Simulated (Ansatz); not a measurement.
Z-matrix (Å, degrees):
```
Si
O 1 1.626
Cl 1 2.040 2 112.0
N 1 1.716 2 99.7 3 117.0
H 1 1.475 2 115.9 3 -124.8
H 4 1.010 1 119.4 2 82.5
H 4 1.010 1 119.1 2 -60.3
```

Total charge 0; spin multiplicity 2.

(1) List the r2SCAN/def2-TZVPP orbital energies in eV (Ansatz). (An estimate is asked.)

Answers

(1) Computed: α occupied: -2753.44, -1792.48, -516.46, -386.44, -254.85, -193.37, -193.26, -193.25, -142.76, -97.66, -97.63, -97.57, -25.57, -23.58, -21.59, -13.98, -13.81, -11.39, -10.28, -10.11, -9.43, -8.61, -8.23, -7.84, -7.74. α empty: 0.23, 0.69, 0.93, 1.87, 2.39, 2.97, 4.55, 4.84. β occupied: -2753.44, -1792.49, -515.82, -386.25, -254.85, -193.37, -193.25, -193.24, -142.76, -97.67, -97.64, -97.58, -24.15, -22.98, -21.55, -13.85, -13.69, -11.16, -10.10, -9.59, -8.49, -8.27, -7.70, -7.38. β empty: -5.43, 0.39, 0.78, 1.01, 1.88, 2.45, 3.06, 4.58. ⟨S²⟩ = 0.758.
